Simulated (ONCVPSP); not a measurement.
## antimony: excitation energies, all-electron against ONCV

antimony (Sb), optimised norm-conserving Vanderbilt (ONCV), made with ONCVPSP 4.0.1 (LDA (Perdew-Wang 92), scalar-relativistic). Core [Ar] 3d10, reference 4s2 4p6 4d10 5s2 5p3. Waves: 4s+5s: rc 1.20 bohr, ncon 3, nbas 7, qcut 9.1 1/bohr, 2 projectors; 4p+5p: rc 1.25 bohr, ncon 3, nbas 6, qcut 13.7 1/bohr, 2 projectors; 4d: rc 1.15 bohr, ncon 4, nbas 9, qcut 10.7 1/bohr, 2 projectors, debl 1.6 Ha. Local part: polynomial inside 0.90 bohr (lpopt 2, dvloc0 0 Ha). Core correction: polynomial model core, fcfact 0.7.

Energies are relative to the spin-unpolarised reference configuration 4s2 4p6 4d10 5s2 5p3; without spin polarisation the order of configurations can differ from experiment.

**Question.** Give the all-electron excitation energy and the error of the potential for: 4s2 4p6 4d10 5s2 5p2; 4s2 4p6 4d10 5s2 5p1; 4s2 4p6 4d10 5s2 5p0; 4s2 4p5 4d10 5s2 5p3.

**Answer.**

| valence configuration | charge | ΔE all-electron (eV) | error AE − PS (meV) |
| --- | --- | --- | --- |
| 4s2 4p6 4d10 5s2 5p2 | +1 | 8.515 | -1.6 |
| 4s2 4p6 4d10 5s2 5p1 | +2 | 24.762 | -4.9 |
| 4s2 4p6 4d10 5s2 5p0 | +3 | 49.542 | -10 |
| 4s2 4p5 4d10 5s2 5p3 | +1 | 109.784 | -85 |

Levels in the configuration 4s2 4p6 4d10 5s2 5p1:

| level | all-electron (eV) | pseudo (eV) |
| --- | --- | --- |
| 4s | -167.038 | -167.041 |
| 4p | -120.134 | -120.135 |
| 4d | -51.992 | -51.990 |
| 5s | -29.817 | -29.816 |
| 5p | -20.407 | -20.406 |
